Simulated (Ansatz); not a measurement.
C₂H₂BCl₂F₃O (`FC(F)(F)COB(Cl)Cl`), relaxed with RKS PBE0-D4/def2-TZVP in Ansatz 0.2.0 from a GFN2-xTB geometry. The force threshold is 0.005 eV/Å; the program also tests the step.

Total charge 0; spin multiplicity 1.

Start:

```xyz
11

F     1.606   -2.010   -0.225
C     0.512   -1.278   -0.467
F     0.741   -0.578   -1.581
F    -0.478   -2.130   -0.735
C     0.196   -0.367    0.724
O    -0.917    0.433    0.419
B    -0.886    1.693   -0.038
Cl   -2.400    2.416   -0.393
Cl    0.601    2.579   -0.218
H     1.086    0.238    0.933
H    -0.060   -0.995    1.582
```

Task: How much energy does the relaxation release, and in how many steps? (An estimate is asked.)

Result: The calculation gave: 3.23 kJ/mol, in 12 steps, 1 of them rejected.

Task: Which bonds change most? (An estimate is asked.)

Result: The calculation gave: B7–Cl8 from 1.715 to 1.744 Å; C2–C5 from 1.532 to 1.515 Å; B7–Cl9 from 1.740 to 1.756 Å; C5–H10 from 1.097 to 1.092 Å.

Task: Give the relaxed structure. (Best estimate.)

Result: Ansatz gave: 
```xyz
11

F     1.589   -2.040   -0.165
C     0.510   -1.311   -0.470
F     0.762   -0.651   -1.603
F    -0.501   -2.146   -0.704
C     0.211   -0.360    0.672
O    -0.919    0.411    0.363
B    -0.899    1.701   -0.009
Cl   -2.423    2.450   -0.408
Cl    0.579    2.647   -0.081
H     1.098    0.253    0.844
H    -0.007   -0.955    1.560
```
